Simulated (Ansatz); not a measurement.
`[CH3][Sn]([NH2])([F])[F]` and `[CH3][Sn]([CH3])([F])[F]` differ in one atom or group.

Ansatz, PBE0-D4/def2-TZVP geometries, multiplicity 1. Each molecule was computed in one conformer, which needn't be the lowest.

Elements past krypton have def2 core potentials.

```
                                          property  `[CH3][Sn]([NH2])([F])[F]`
               HOMO–LUMO gap (PBE/def2-TZVPP) / eV                        4.69
               LUMO energy (B3LYP/def2-TZVPP) / eV                       -1.33
                HOMO energy (PBE0/def2-TZVPP) / eV                       -8.15
size of the dipole moment (ωB97M-V/def2-TZVPP) / D                        2.90
             HOMO energy (ωB97M-V/def2-TZVPP) / eV                      -10.55
               HOMO energy (B3LYP/def2-TZVPP) / eV                       -7.89
```

Question: Give the same properties after the change, and the shifts. (Best estimate.)

Answer: Ansatz gave: 
| property | `[CH3][Sn]([CH3])([F])[F]` | shift |
| --- | --- | --- |
| HOMO–LUMO gap (PBE/def2-TZVPP) / eV | 5.93 | 1.24 |
| LUMO energy (B3LYP/def2-TZVPP) / eV | -0.86 | 0.47 |
| HOMO energy (PBE0/def2-TZVPP) / eV | -8.72 | -0.57 |
| size of the dipole moment (ωB97M-V/def2-TZVPP) / D | 4.29 | 1.39 |
| HOMO energy (ωB97M-V/def2-TZVPP) / eV | -10.89 | -0.34 |
| HOMO energy (B3LYP/def2-TZVPP) / eV | -8.49 | -0.60 |

With PBE0 the HOMO falls by 0.57 eV and the LUMO rises by 0.47 eV, so the gap widens by about 1.04 eV. PBE moves the HOMO by -0.75 eV and ωB97M-V by -0.34 eV. The zero-point energy changes by 28.3 kJ/mol with +3 modes. Dipoles are sizes alone; their direction can turn.

Positive LUMOs are unbound, so they and the gaps depend on the basis.

B3LYP here is the variant with VWN-RPA as its local correlation; programs differ in this.
